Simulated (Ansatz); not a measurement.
Ansatz results at the PBE0-D4/def2-TZVP geometry: LUMO energy (B3LYP/def2-TZVPP) -2.15 eV; HOMO–LUMO gap (PBE/def2-TZVPP) 2.24 eV; LUMO energy (PBE0/def2-TZVPP) -1.97 eV.

Each molecule was computed in one conformer, which needn't be the lowest.

**Question.** Which molecule gave them?
A. `[NH2][Sn@@H]([GaH2])[Si@H](O)[SiH3]`
B. `[SiH3]NCBCl`
C. `[BH2][Zn][NH2]`
D. `S=CCB1C[SiH2]1`

**Answer.** D. The others give `[NH2][Sn@@H]([GaH2])[Si@H](O)[SiH3]`: -2.47, 2.64, -2.23; `[BH2][Zn][NH2]`: -2.50, 2.18, -2.29; `[SiH3]NCBCl`: -1.58, 3.30, -1.38.

B3LYP here is the variant with VWN-RPA as its local correlation; programs differ in this.
